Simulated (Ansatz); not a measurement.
Geometry optimisation, RKS PBE-D4/6-31G in Ansatz 0.2.0.

Input file:

```yaml
crystal:
  periodic: [false, false, false]
  atoms:
    - { symbol: C, position_ang: [0.0173, -1.9242, -1.3179] }
    - { symbol: "N", position_ang: [-0.1437, -1.5445, -0.0919] }
    - { symbol: Si, position_ang: [0.0873, 0.1109, 0.2904] }
    - { symbol: "N", position_ang: [0.2942, -0.0522, 1.9737] }
    - { symbol: "N", position_ang: [1.7769, 0.2626, 0.04] }
    - { symbol: Si, position_ang: [-1.3022, 1.734, -0.5395] }
    - { symbol: H, position_ang: [-0.1673, -2.9304, -1.6092] }
    - { symbol: H, position_ang: [0.2628, -1.1763, -2.1663] }
    - { symbol: H, position_ang: [0.18385, 0.9652, 2.37533] }
    - { symbol: H, position_ang: [1.28323, -0.17871, 2.13045] }
    - { symbol: H, position_ang: [2.1757, -0.6231, 0.3346] }
    - { symbol: H, position_ang: [2.1221, 0.9192, 0.7939] }
    - { symbol: H, position_ang: [-1.3785, 1.6984, -2.0442] }
    - { symbol: H, position_ang: [-2.7204, 1.5058, -0.0389] }
    - { symbol: H, position_ang: [-0.8948, 3.074, -0.1169] }
basis:
  gaussian: { orbitals: "6-31G" }
hamiltonian:
  xc: pbe
  dispersion: d4
relax:
  f_tol: 0.015
  max_steps: 40
output:
  orbitals: {}
```

Run as:

```bash
$ ansatz run input.yaml --threads 1 --pin off --max-ram 2048MiB --backend cpu --events-out ev --progress --plain --runs-dir out
```

**Question.** Where does it end, and by what steps?

**Answer.** It converged. The force dipped under the threshold on the way, but the program's further checks kept it going. Limits of this set-up: no polarisation functions. After 26 steps the energy has fallen by 2.903 eV; H8 moved furthest, 1.61 Å.

| step | energy less start (eV) | largest force component (eV/Å) | accepted |
| --- | --- | --- | --- |
| 0 | 0.0000 | 4.732 | yes |
| 1 | -1.5210 | 1.885 | yes |
| 2 | -1.9995 | 1.565 | yes |
| 3 | -2.3730 | 0.850 | yes |
| 4 | -2.5999 | 0.624 | yes |
| 5 | -2.7356 | 0.258 | yes |
| 6 | -2.7788 | 0.310 | yes |
| 7 | -2.8025 | 0.190 | yes |
| 8 | -2.8064 | 0.550 | yes |
| 9 | -2.8358 | 0.577 | yes |
| 10 | -2.8031 | 0.691 | no |
| 11 | -2.8425 | 0.554 | yes |
| 12 | -2.8568 | 0.332 | yes |
| 13 | -2.8698 | 0.329 | yes |
| 14 | -2.8752 | 0.493 | yes |
| 15 | -2.8715 | 0.610 | no |
| 16 | -2.8912 | 0.142 | yes |
| 17 | -2.8951 | 0.135 | yes |
| 18 | -2.9018 | 0.063 | yes |
| 19 | -2.9001 | 0.201 | no |
| 20 | -2.9029 | 0.020 | yes |
| 21 | -2.9028 | 0.065 | no |
| 22 | -2.9031 | 0.011 | yes |
| 23 | -2.9032 | 0.069 | yes |
| 24 | -2.9033 | 0.031 | yes |
| 25 | -2.9033 | 0.027 | no |
| 26 | -2.9033 | 0.010 | yes |

```xyz
15
Properties=species:S:1:pos:R:3
C -0.339 -1.996 -1.237
N 0.532 -1.543 -0.406
Si 0.500 0.125 0.374
N 0.047 0.015 2.077
N 2.187 0.560 0.120
Si -1.010 1.707 -0.575
H -0.235 -3.019 -1.636
H -1.224 -1.438 -1.614
H -0.871 0.283 2.419
H 0.647 -0.436 2.763
H 2.850 -0.149 -0.182
H 2.571 1.484 0.290
H -1.156 1.514 -2.072
H -2.397 1.616 0.036
H -0.503 3.117 -0.344
```

Time of the run: 2.4 min on 1 thread of Arm Neoverse V2, on a shared host, peak memory 0.14 GiB.
